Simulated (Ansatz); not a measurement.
H2BO, SMILES `[BH-]O` (lower singlet; H–B–O–H torsion 0°) (charge -1, multiplicity 1). This singlet lies 0.66 eV below the relaxed triplet at the level B3LYP/aug-cc-pVTZ // PBE0-D3(BJ)/def2-TZVPD (Ansatz, an electronic-structure program).

Cartesian coordinates (Å):
```xyz
4

B      0.6310     0.6005    -0.0074
O     -0.7599     0.4362     0.0041
H      1.1679    -0.5421    -0.0069
H     -1.0389    -0.4946     0.0101
```
Charge -1, spin multiplicity 1.

Frozen-core energies in aug-cc-pVTZ from Ansatz at a geometry from PBE0-D3(BJ)/def2-TZVPD; the HF reference has <S^2> = 0.00 (restricted, and unstable towards unrestricted orbitals) and the T1 diagnostic is 0.020.

```tsv
level	energy (Ha)
HF	-100.67774
MP2	-101.04694
CCSD	-101.06182
CCSD(T)	-101.07783
```

Estimate the energies of CCSDT and CCSDT(Q), and give each level's difference from CCSDT(Q).


```json
[
 {"level": "MP2", "energy (Ha)": "-101.04694", "difference from CCSDT(Q) (mHa)": "32.29"},
 {"level": "CCSD", "energy (Ha)": "-101.06182", "difference from CCSDT(Q) (mHa)": "17.40"},
 {"level": "CCSD(T)", "energy (Ha)": "-101.07783", "difference from CCSDT(Q) (mHa)": "1.40"},
 {"level": "CCSDT", "energy (Ha)": "-101.07831", "difference from CCSDT(Q) (mHa)": "0.91"},
 {"level": "CCSDT(Q)", "energy (Ha)": "-101.07923", "difference from CCSDT(Q) (mHa)": "0.00"}
]
```
